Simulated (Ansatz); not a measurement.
The same path of ClH + H4Si + Zn (8 atoms, charge 0, multiplicity 1) was run twice with different band settings. Lost on the way: H2–Cl3, H4–Si5. Made: Zn1–Cl3, Zn1–Si5, H2–H4.

Theory: RKS BLYP-D4/def2-SVP (Ansatz).

Relaxed end points:

```xyz
8
Properties=species:S:1:pos:R:3
Zn -2.708 -0.559 -0.717
H -0.693 -1.754 -1.044
Cl 0.522 -2.266 -1.138
H -0.242 -0.122 1.284
Si 0.584 0.909 0.577
H 0.395 2.230 1.265
H 2.032 0.530 0.613
H 0.111 1.032 -0.839
```

```xyz
8
Properties=species:S:1:pos:R:3
Zn -0.866 -0.118 -0.708
H -0.145 -2.912 0.354
Cl -2.073 -1.732 -1.459
H 0.408 -3.105 0.850
Si 0.447 1.664 0.103
H -0.417 2.714 0.744
H 1.430 1.177 1.129
H 1.216 2.311 -1.013
```

Common settings: movable images 5; climbing image yes; optimiser quadratic models (default); start path through a guess of the saddle point; force threshold 0.03 eV/Å; iteration limit 60; end points relaxed.

| run | spring |
| --- | --- |
| 1 | 5.0 eV/Å² |
| 2 | 20.0 eV/Å² |

Q: What does each run give, and how far can it be trusted?

A: Run 1: converged after 28 iterations, highest image 1.466 eV above the first end. Beside the main top the profile has a ripple of under 15 meV (maxima at images 1, 3), which may be a very shallow well or noise. Neighbouring images differ by up to 2.2 eV, so the band resolves the path poorly. A vibrational analysis at the climbing image gives one clearly imaginary mode, 739i cm⁻¹: a first-order saddle point.
Run 2: converged after 34 iterations, highest image 1.503 eV above the first end. Neighbouring images differ by up to 2.5 eV, so the band resolves the path poorly. The order of the stationary point at the top wasn't checked.
The orbitals stay closed-shell, which can raise the energy where a bond breaks towards radicals; this wasn't checked here.
